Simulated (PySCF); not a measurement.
C₂H₉BSi (calculated)

Computed with PySCF 2.14.0. Calculation on a computer-drawn molecule: the log of a Hartree-Fock and frozen-core CCSD(T) single point meant for a local Hartree-Fock minimum, with one planted fault or none, to be diagnosed. Offsets are logged minus clean, where the clean run is the same molecule without the fault. The reference is restricted for singlets and unrestricted otherwise, and also for a bond in bohr or an excited solution. Adding or removing an electron swaps singlet and doublet. The excited solution moves the top pair (singlet) or top alpha electron (doublet) to the lowest empty orbital. Highest occupied and lowest empty are orbital energies over both spins, largest force is the largest gradient component, triples share is (T) over the correlation energy, the T1 limit is 0.02 restricted and 0.045 unrestricted, electrons count all cores, a negative frequency is imaginary (commonest isotopes), and the dipole is about the centre of nuclear charge.

C₂H₉BSi

Logged structure:
```xyz
13
C2H9BSi
C     -1.1361     0.4578    -1.9516
B     -0.1876    -0.5767    -1.2297
C      0.7661    -0.1981    -0.0433
Si    -0.0263    -0.5283     1.6449
H     -1.2126     1.4294    -1.4576
H     -0.7314     0.6275    -2.9596
H     -2.1417     0.0524    -2.1019
H     -0.2066    -1.7231    -1.6077
H      1.6845    -0.7958    -0.0482
H      1.0365     0.8639    -0.0433
H     -0.3584    -1.9644     1.8030
H     -1.2731     0.2586     1.8073
H      0.9150    -0.1409     2.7218
```

| Item | Value |
| --- | --- |
| meant charge | 0 |
| meant multiplicity | 1 |
| meant basis | cc-pV(D+d)Z |
| logged electrons | 40 |
| logged basis functions | 110 |
| logged SCF converged | yes |
| logged spin squared | 0 |
| logged highest occupied | -11.781 eV |
| logged lowest empty | 2.8982 eV |
| logged largest force | 1.439e-05 hartree/bohr |
| logged lowest frequency | 67.677 cm⁻¹ |
| logged T1 diagnostic | 0.010008 |
| logged D1 diagnostic | 0.031768 |
| logged triples share | 0.026779 |
| logged CC converged | yes |
| logged dipole magnitude | 0.73291 debye |
| logged SCF stable within its kind | yes |
| logged energy HF | -394.60679 hartree |
| logged energy CCSD(T) | -395.16796 hartree |
| possible faults | no fault, one electron removed, one electron added, multiplicity raised by two, geometry at a saddle point, SCF held on an excited solution, minimal basis STO-3G, one bond length entered in bohr, all coordinates scaled |
| planted fault | no fault |
| HF energy offset from clean run | 0 kcal/mol |
| CCSD(T) energy offset from clean run | 0 kcal/mol |

Drawn bonds:
```tsv
atom	other atom	order
1	2	1
2	3	1
3	4	1
1	5	1
1	6	1
1	7	1
2	8	1
3	9	1
3	10	1
4	11	1
4	12	1
4	13	1
```
